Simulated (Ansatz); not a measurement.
Input file for Ansatz (an electronic-structure program): R-CCSD(T)/cc-pV(T+d)Z on CH3FOSi (SMILES CO[Si]F), a point of a torsion scan. Files ending in .json are basis or fitting sets from the Basis Set Exchange.

Ansatz 0.2 input:
```yaml
crystal:
  periodic: [false, false, false]
  atoms:
    - {symbol: C, position_ang: [-0.86692529, -0.01915527, 0.12542014]}
    - {symbol: O, position_ang: [-0.04157257, 1.11310862, 0.17481307]}
    - {symbol: Si, position_ang: [0.05129935, 2.51505931, -0.60219258]}
    - {symbol: F, position_ang: [-1.27667183, 2.41957833, -1.57113051]}
    - {symbol: H, position_ang: [-0.56122348, -0.66281100, -0.70255407]}
    - {symbol: H, position_ang: [-1.91186235, 0.26391082, -0.01701313]}
    - {symbol: H, position_ang: [-0.75904618, -0.56007685, 1.06638893]}
basis:
  gaussian:
    orbitals: cc-pV_T+d_Z.json
magnetization: {spin_polarized: false}
correlation: {method: ccsd_t, electrons: outside_noble_gas}
scf: {lower_state_search: off}
```

The head of its log:

```
WARN ansatz: RAYON_NUM_THREADS=1 ignored (pool sized by the plan → 1); use --threads N
Functional definition: HF
these checks for a lower state are left out or cut short: stability, starts, cluster_reference, orbital_swaps, neighbouring_geometries, increment
integrals: 0.51 GiB planned
1015 factors; integrals over basis functions are off by at most 1.1e-3 eV
mean field: 0.46 GiB planned
mean field evaluation 1: about -13684.5623 eV, gradient 4.0e1 eV
mean field evaluation 2: about -13684.7341 eV, gradient 4.0e1 eV
mean field evaluation 4: about -13687.8214 eV, gradient 3.0e0 eV
mean field evaluation 8: about -13687.8658 eV, gradient 3.1e-1 eV
mean field -13687.86617845 eV, -503.0198040893 hartree, gradient 2.5e-6 eV, S^2 0.000000; 0 other end points of the search recorded, 0 dependent functions left out
8 core orbitals not correlated
reference -13687.86617845 eV, -503.0198040893 hartree; 12, 12 occupied and 151, 151 virtual orbitals, 1015 factors
```

### Question
Give the final energy of this run.

### Answer
-503.8308 hartree (reference determinant -503.0198, T1 diagnostic 0.014).
